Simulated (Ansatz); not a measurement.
Single points on MnF3.

```yaml
crystal:
  periodic: [false, false, false]
  atoms:
    - {symbol: Mn, position_ang: [-0.194780, 0.003047, -0.000946]}
    - {symbol: F, position_ang: [1.526731, -0.024159, 0.007301]}
    - {symbol: F, position_ang: [-0.639085, 1.692443, -0.014335]}
    - {symbol: F, position_ang: [-0.692866, -1.671331, 0.007971]}
basis:
  gaussian: {orbitals: STO-3G, initial_orbitals: start.molden}
magnetization: {spin_polarized: true, initial_magnetization: 4}
hamiltonian: {xc: hf}
scf: {omitted_lower_state_checks: [starts]}
output: {orbitals: {seedname: orbitals}}
```

The file start.molden holds the orbitals of an earlier run on this structure, at another level or in another basis.

```sh
$ ansatz run in.yaml --threads 2 --pin off --events-out ev --progress --plain --max-ram 4352MiB
```

Output, abridged:

```
Functional definition: HF
463 factors; integrals over basis functions are off by at most 4.7e-4 eV
mean field evaluation 1: about -38957.9527 eV, gradient 1.8e1 eV
mean field evaluation 2: about -38961.8103 eV, gradient 4.3e0 eV
mean field evaluation 4: about -38962.0449 eV, gradient 4.2e-3 eV
mean field evaluation 8: about -38962.3122 eV, gradient 1.9e-5 eV
mean field -38962.31222652 eV, -1431.8385647209 hartree, gradient 4.3e-5 eV, S^2 6.064666; 0 other end points of the search recorded, 0 dependent functions left out
reference -38962.31222652 eV, -1431.8385647209 hartree; 28, 24 occupied and 5, 9 virtual orbitals, 463 factors
Total energy: -38962.31222652 eV, -1431.8385647209 hartree
Checks for a lower state left out: starts
```

Hardware: 2 threads of Intel Xeon 6975P-C on a shared host. Wall time 0.2 s.

As the first input, with `gaussian: {orbitals: def2-TZVPP, initial_orbitals: start.molden}`, `correlation: {method: ccsd_t}`, `scf: {omitted_lower_state_checks: [starts, cluster_reference]}` and without the key `hamiltonian` (abridged; 1.9 min):

```
Functional definition: HF
mean field -39411.66529685 eV, -1448.3519854730 hartree, gradient 2.6e-6 eV, S^2 6.023594
8 core orbitals not correlated: weight in the atoms' cores, before any rotation towards them, 1.000 or more for the frozen orbitals, at most 0.000 for the correlated occupied ones
second order -33.78756976 eV of doubles, -0.00000000 eV of singles
cycle   1  -32.65874306 eV  change     1.1e0 eV  update   2.0e-1
cycle   2  -33.61312505 eV  change   -9.5e-1 eV  update   9.3e-2
cycle   3  -33.90617387 eV  change   -2.9e-1 eV  update   5.5e-2
cycle   4  -33.97113916 eV  change   -6.5e-2 eV  update   2.5e-2
cycle   5  -33.94278175 eV  change    2.8e-2 eV  update   8.1e-3
cycle   6  -33.94657970 eV  change   -3.8e-3 eV  update   3.4e-3
cycle   7  -33.95095709 eV  change   -4.4e-3 eV  update   1.9e-3
cycle   8  -33.95236717 eV  change   -1.4e-3 eV  update   1.3e-3
cycle   9  -33.95187107 eV  change    5.0e-4 eV  update   9.3e-4
cycle  10  -33.95274979 eV  change   -8.8e-4 eV  update   6.0e-4
cycle  11  -33.95170188 eV  change    1.0e-3 eV  update   3.6e-4
cycle  12  -33.95160671 eV  change    9.5e-5 eV  update   2.1e-4
cycle  13  -33.95186892 eV  change   -2.6e-4 eV  update   1.3e-4
cycle  14  -33.95186154 eV  change    7.4e-6 eV  update   5.4e-5
cycle  15  -33.95195599 eV  change   -9.4e-5 eV  update   2.8e-5
cycle  16  -33.95196627 eV  change   -1.0e-5 eV  update   1.1e-5
perturbative correction -1.20762729 eV, -0.0443794843 hartree
Total energy: -39446.82489041 eV, -1449.6440767044 hartree
Checks for a lower state left out: starts, cluster_reference
```

The first input with `gaussian: {orbitals: def2-TZVPD, initial_orbitals: start.molden}`, `hamiltonian: {xc: r2scan, dispersion: d4}` (abridged; 3.7 s):

```
Functional definition: r2SCAN
mean field -39474.50343227 eV, -1450.6612443563 hartree, gradient 1.5e-5 eV, S^2 6.034479
Total energy: -39474.51542617 eV, -1450.6616851241 hartree
Checks for a lower state left out: starts
```

As the first input, with `gaussian: {orbitals: def2-SVP, initial_orbitals: start.molden}`, `hamiltonian: {xc: pbe0, dispersion: d4}` (abridged; 1.4 s):

```
Functional definition: PBE0
mean field -39449.20113521 eV, -1449.7314020902 hartree, gradient 1.3e-5 eV, S^2 6.038071
Total energy: -39449.24546695 eV, -1449.7330312513 hartree
Checks for a lower state left out: starts
```

First input, but with `gaussian: {orbitals: def2-TZVP, initial_orbitals: start.molden}`, `hamiltonian: {xc: pbe0, dispersion: d4}`, `output: {forces: true, orbitals: {seedname: orbitals}}` (abridged; 2.9 s):

```
Functional definition: PBE0
mean field -39463.97528966 eV, -1450.2743422517 hartree, gradient 2.3e-5 eV, S^2 6.034223
Total energy: -39464.01959311 eV, -1450.2759703737 hartree
Atom 0 force     0.054703    -0.000552     0.000320 eV/Å
Atom 1 force    -0.119703     0.001575    -0.000584 eV/Å
Atom 2 force     0.029887    -0.153647     0.001146 eV/Å
Atom 3 force     0.035112     0.152624    -0.000883 eV/Å
Dipole moment:    -0.318496     0.005019    -0.001545 e Å
Checks for a lower state left out: starts
```

The first input with `gaussian: {orbitals: def2-TZVP, initial_orbitals: start.molden}`, `hamiltonian: {xc: {name: LC-wPBE}}` (abridged; 3.9 s):

```
Functional definition: LC-wPBE
mean field -39468.02695125 eV, -1450.4232380688 hartree, gradient 2.4e-5 eV, S^2 6.023024
Total energy: -39468.02695125 eV, -1450.4232380690 hartree
Checks for a lower state left out: starts
```

As the first input, with `gaussian: {orbitals: def2-TZVP, initial_orbitals: start.molden}`, `hamiltonian: {xc: {name: CAM-B3LYP}, dispersion: d4}` (abridged; 3.5 s):

```
Functional definition: CAM-B3LYP
mean field -39477.60456589 eV, -1450.7752089152 hartree, gradient 2.1e-5 eV, S^2 6.026167
Total energy: -39477.64954726 eV, -1450.7768619498 hartree
Checks for a lower state left out: starts
```

Geometry: r2SCAN-D4/def2-TZVP.

LC-ωPBE has ω = 0.4 bohr⁻¹. Correlated methods freeze 8 core orbitals; core or outer-core shells of Mn are correlated, in sets that lack core-valence functions.
